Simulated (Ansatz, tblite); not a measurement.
Removing and adding an electron: the cluster Na₂Sb (the lowest doublet isomer of a short search). Total charge 0; doublet. Geometry: PBE0-D4/def2-TZVP. Ansatz, gas phase; energy differences of separate SCF runs; the oxidised species is a triplet (the singlet lies 0.50 eV higher at PBE0-D4/def2-TZVP); the reduced species is a singlet (the triplet lies 0.03 eV higher at PBE0-D4/def2-TZVPD).

Cartesian coordinates in Å:
```
Na 1.6325 0.2348 -1.4130
Na -0.6107 0.3136 2.0604
Sb -1.0217 -0.5484 -0.6474
```

In the def2 sets Sb takes a core potential; there is no spin–orbit coupling. The xTB rows come from tblite. Correlated methods freeze 6 core orbitals; core or outer-core shells of Na, Sb are correlated, in sets that lack core-valence functions. In CCSD on the charge 0 doublet the largest single amplitude is 0.20, so its Hartree–Fock determinant may place the open shell otherwise than the density functionals do. The structure comes from a short search, and lower isomers may exist.

(1) Estimate orbital energies and vertical ionisation energies and electron affinities at: GFN1-xTB; GFN2-xTB; PBE-D4/def2-TZVP; PBE-D4/def2-TZVPD; r2SCAN-D4/def2-TZVP; r2SCAN-D4/def2-TZVPD; PBE0-D4/def2-TZVP; PBE0-D4/def2-TZVPD; CCSD/def2-TZVPD; CCSD(T)/def2-TZVPD.

## Answers

(1) 
```tsv
level	−HOMO (eV)	vertical IE (eV)	−LUMO (eV)	vertical EA (eV)	HOMO–LUMO gap (eV)	IE − EA (eV)	remarks
GFN1-xTB	–	9.58	–	5.18	–	4.40	–
GFN2-xTB	–	9.28	–	–	–	–	–
PBE-D4/def2-TZVP	3.48	5.66	2.58	–	0.90	–	–
PBE-D4/def2-TZVPD	3.48	–	2.58	0.81	0.90	–	HOMO above zero (-1 singlet), restricted SCF unstable in HF (-1 singlet)
r2SCAN-D4/def2-TZVP	3.42	5.40	2.13	–	1.29	–	–
r2SCAN-D4/def2-TZVPD	3.42	–	2.12	0.63	1.30	–	HOMO above zero (-1 singlet), restricted SCF unstable in HF (-1 singlet)
PBE0-D4/def2-TZVP	4.01	5.48	1.62	–	2.39	–	–
PBE0-D4/def2-TZVPD	4.01	–	1.62	0.60	2.39	–	HOMO above zero (-1 singlet), restricted SCF unstable in HF (-1 singlet)
CCSD/def2-TZVPD	–	–	–	0.50	–	–	restricted SCF unstable (-1 singlet), spin-contaminated (⟨S²⟩ 1.24) (doublet)
CCSD(T)/def2-TZVPD	–	–	–	0.75	–	–	restricted SCF unstable (-1 singlet), spin-contaminated (⟨S²⟩ 1.24) (doublet)
```

Run but left out: GFN2-xTB (tight binding far off the other levels); HF/def2-TZVPD, MP2/def2-TZVPD (doublet: ⟨S²⟩ 1.24, where a pure state has 0.75).   A HOMO above zero means that the electron is unbound at that level or that self-interaction error raises the level; the energy of removing that electron tells which. HOMO and LUMO are the levels of the spin that leaves or enters (xTB has no such levels and no spin-polarisation term). Other spin states of the ions may lie lower, which would lower the ionisation energy or raise the affinity. Raw xTB energy differences between charge states are shifted by several eV; the methods need an empirical correction for them.
